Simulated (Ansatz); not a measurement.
ClF$_{2}$H$_{3}$O$_{3}$W, SMILES `[OH][W]([OH])([OH])([F])([F])[Cl]` from Hartree–Fock to CCSD(T)

Z-matrix (Å, degrees):
```
W
O 1 1.871
O 1 1.858 2 93.2
Cl 1 2.344 2 169.9 3 -79.3
F 1 1.878 2 83.2 3 -97.6
O 1 1.861 2 91.8 3 92.7
F 1 1.874 2 97.4 3 177.5
H 2 0.963 1 121.3 3 93.1
H 3 0.960 1 128.0 2 -177.7
H 6 0.962 1 125.3 2 89.8
```

Total charge 0; spin multiplicity 1. Correlated methods include outer-core shells of W, which these sets cover unevenly. W: def2 effective core potential. The structure was optimised at the PBE0-D4/def2-TZVP level. It is one conformer, not always the lowest. Frozen core, restricted reference, Ansatz.

```csv
basis,HF (Eh),MP2 corr.
def2-SVP,-950.77652,-1.46352
def2-TZVPP,-951.52152,-1.93299
def2-QZVPP,-951.55536,-2.11980
```

Task: Estimate the CCSD correlation energy and the (T) correction in each basis where they were run (hartree).

Result: 
| basis | CCSD corr. | (T) |
| --- | --- | --- |
| def2-SVP | -1.44167 | -0.05190 |
| def2-TZVPP | -1.90216 | -0.08915 |
